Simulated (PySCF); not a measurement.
## Ionisation energy of Cd by level of theory

Cd [Kr] 4d10 5s2 (1S) → Cd⁺ [Kr] 4d10 5s1 (2S), as a difference of total energies. All numbers are calculated (PySCF 2.14, a scalar-relativistic core potential, in def2-QZVPPD with the def2 core potential (28 electrons) (7s5p4d4f2g, 88 functions)). Correlated levels: valence: 4s2 4p6 frozen; valence and next inner shell: nothing frozen outside the core potential. The calculations carry no spin-orbit coupling.

```
                                method  ionisation energy (eV)  error (eV)
                                   UHF                   7.337      -1.657
                                   LDA                   9.491      +0.497
                                   PBE                   9.115      +0.121
                                  PBE0                   8.818      -0.176
                                r2SCAN                   8.943      -0.051
                                   M06                   9.187      +0.193
                               wB97M-V                   8.822      -0.172
                                PBEsol                   9.123      +0.129
                                 B3LYP                   9.134      +0.140
                         MP2 (valence)                   8.876      -0.118
                     SCS-MP2 (valence)                   8.848      -0.146
    MP2 (valence and next inner shell)                   8.979      -0.015
SCS-MP2 (valence and next inner shell)                   8.921      -0.073
```

Reference: 8.994 eV (measured; NIST Atomic Spectra Database, ionization energies).

Errors of the correlated levels include the incompleteness of this basis and the frozen core.
